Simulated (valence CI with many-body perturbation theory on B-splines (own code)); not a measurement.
# Hyperfine factors and g values of Te XI

Calculated by relativistic CI+MBPT: six valence electrons over a frozen Dirac-Fock core [Kr], radial functions for each j: 7 s, 7 p, 8 d, 6 f, 4 g, 1 h, with the one-electron correlation potential Σ1, the two-electron term Σ2, the three-electron term Σ3, Breit, model QED; selected CI, second order for the rest, scaled by the run's own slope (own B-spline code, finite nucleus).

No measured spectrum was set against this ion. As an estimate, terms of the open shell hold to 2 to 4 % of their energy, and close levels can change places. Core correlation moves these levels by up to 3100 cm⁻¹, and in measured spectra 5 to 20 % of such shifts remained as error; rates that hang on mixing are uncertain with them. Not all symmetries were solved, so the list stops early. Among the levels kept, up to 1100 cm⁻¹ of a level comes from second order outside the variational space, and about a tenth of that is noise between levels of different J, which matters for small intervals. Only levels of the ground parity were solved; by the run's estimate the other parity begins above the list, which can be wrong where configurations are misplaced.

A/g_I is the dipole constant over the nuclear g factor μ/I (μ in nuclear magnetons, uniformly magnetised nucleus), B/Q the quadrupole constant per barn. Both hold the static response of the core; the bare values leave it out. Large factors of s and p1/2 electrons are usually good to 5 to 10 %; those of open d and f shells near neutrality can be off by tens of per cent, and small factors of p3/2, d and f electrons come from cancelling terms and can be off by a factor of two or in sign, in half-filled shells by more. B is blank for J = 1/2, where it vanishes, and for nearly pure S terms. Energies count from the lowest level. Levels with J = 0 are left out.

Names give the largest LS component (configuration and term), which can be under half, so a name can repeat, a term be missing and a line seem to break the LS rules; names also repeat where a configuration has a term twice.

| Level | E (cm⁻¹) | g | A/g_I (MHz) | A/g_I bare | B/Q (MHz/b) | B/Q bare |
| --- | --- | --- | --- | --- | --- | --- |
| 4d⁶ ⁵D_4 | 0.0 | 1.472 | 657 | 1170 | 3080 | 2900 |
| 4d⁶ ⁵D_3 | 7248 | 1.483 | 288 | 796 | 655 | 620 |
| 4d⁶ ⁵D_2 | 8555 | 1.476 | 450 | 955 | -713 | -662 |
| 4d⁶ ⁵D_1 | 11787 | 1.484 | 338 | 848 | -1030 | -964 |
| 4d⁶ ³H_4 | 26350 | 1.035 | 1670 | 1660 | 1560 | 1460 |

(1) Take the isotope of mass number 125, with I = 1/2, μ = -0.887 μN. What is the hyperfine structure of 4d⁶ ³H_4?

Results:

(1) From the table A = -2950 MHz. Shifts from the centre of gravity in MHz: F = 7/2: 7380, F = 9/2: -5900.
